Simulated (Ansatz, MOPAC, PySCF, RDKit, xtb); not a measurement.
Complex: HF (SMILES F) (first 2 atoms) with C2H2 (SMILES C#C); geometry from B3LYP-D3(BJ)/def2-TZVP, rigid monomers moved along the line of their centres of mass till H2···C3 is 2.52 Å.
(charge 0, multiplicity 1):
```xyz
6

F     -0.0325    -0.0116     0.3487
H     -0.0182    -0.0044     1.2833
C      0.2599    -0.5340     3.7281
C     -0.2253     0.5616     3.7272
H      0.6909    -1.5066     3.7371
H     -0.6561     1.5344     3.7343
```

```csv
level,interaction energy (meV),"minus CCSD(T)/CBS(aug-cc-pVDZ, aug-cc-pVTZ)",cost
UFF,96.7,268.9,-
GFN-FF,-122.5,49.8,-
AM1,-43.9,128.3,-
PM3,-77.1,95.1,-
PM6,-47.0,125.2,-
PM7,-63.2,109.0,-
GFN2-xTB,-140.0,32.2,-
HF/STO-3G (no counterpoise),-49.6,122.6,-
HF/3-21G (no counterpoise),-169.0,3.2,-
HF/6-31G* (no counterpoise),-173.1,-0.9,-
HF/aug-cc-pVDZ,-133.1,39.1,-
HF/aug-cc-pVTZ,-138.3,34.0,-
PBE/def2-TZVPPD,-179.6,-7.4,×1
PBE-D3(BJ)/def2-TZVPPD,-201.0,-28.8,×1
PBE-D4/def2-TZVPPD,-196.9,-24.7,×1
r2SCAN/def2-TZVPPD,-187.8,-15.6,×2
r2SCAN-D3(BJ)/def2-TZVPPD,-194.9,-22.7,×2
r2SCAN-D4/def2-TZVPPD,-193.5,-21.3,×2
B3LYP/6-31G*,-168.0,4.2,-
B3LYP/6-31G* (no counterpoise),-205.2,-33.0,-
B3LYP/6-311+G** (no counterpoise),-165.1,7.2,-
B3LYP/def2-TZVPPD,-156.4,15.8,×1
B3LYP-D3(BJ)/def2-TZVPPD,-190.3,-18.1,×1
B3LYP-D4/def2-TZVPPD,-182.5,-10.3,×1
PBE0/def2-TZVPPD,-177.4,-5.2,×1
PBE0-D3(BJ)/def2-TZVPPD,-196.4,-24.2,×1
PBE0-D4/def2-TZVPPD,-192.9,-20.7,×1
M06-2X/6-31G* (no counterpoise),-206.7,-34.5,-
wB97X-V/def2-TZVPPD,-183.5,-11.3,×3
wB97M-V/def2-TZVPPD,-182.5,-10.3,×3
MP2/6-31G*,-143.3,28.9,-
MP2/6-31G* (no counterpoise),-191.4,-19.2,-
MP2/aug-cc-pVDZ,-148.8,23.4,-
MP2/aug-cc-pVTZ,-167.0,5.2,-
"MP2/CBS(aug-cc-pVDZ, aug-cc-pVTZ)",-172.6,-0.3,-
SCS-MP2/aug-cc-pVDZ,-136.4,35.8,-
SCS-MP2/aug-cc-pVTZ,-153.1,19.1,-
CCSD/aug-cc-pVDZ,-141.4,30.8,-
CCSD(T)/aug-cc-pVDZ,-146.5,25.7,×5
"CCSD(T)/CBS(aug-cc-pVDZ, aug-cc-pVTZ)",-172.2,0.0,×50*
```

 The comparison column counts from a level with limits of its own.

The rows run from -206.7 (M06-2X/6-31G* (no counterpoise)) to 96.7 meV (UFF). From aug-cc-pVDZ to aug-cc-pVTZ MP2 changes by -18.2. The dispersion term adds -21.4 in PBE-D3(BJ), -17.3 in PBE-D4, -7.2 in r2SCAN-D3(BJ). The 6 functionals in def2-TZVPPD without D3 or D4 span 31.4, from r2SCAN to B3LYP.

Monomers are frozen at their geometry in the pair; levels with a basis set take the counterpoise correction. Rows marked so take none. RDKit's UFF carries no charges.

Frozen-core correlation. CBS(a, b) extrapolates the correlation energy as X⁻³ and adds the Hartree–Fock energy of set b. Rows in 3-21G, 6-311+G**, 6-31G*, STO-3G carry no dispersion term and start afresh at each structure (6-31G* with six Cartesian d functions). MP2/6-31G* freezes PySCF's default core. The state that AM1, PM3, PM6, PM7 reach isn't checked; PM7 holds dispersion and hydrogen-bond terms.

Programs: Ansatz (a first-principles code); MOPAC for AM1, PM3, PM6, PM7 (differences of heats of formation); PySCF for 3-21G rows, 6-311+G** rows, 6-31G* rows, STO-3G rows, the dispersion terms; RDKit for the force fields; xtb for the GFN methods. Each number belongs to the level named beside it.

Costs are rough ratios of core time to PBE/def2-TZVPPD (about 3 s over the structures, on one shared machine); a dash marks a level with no comparable run of its own. A star marks coupled-cluster runs past 200 virtual orbitals, where the program's memory plan changes under this machine's limit, so their costs aren't comparable with smaller runs.
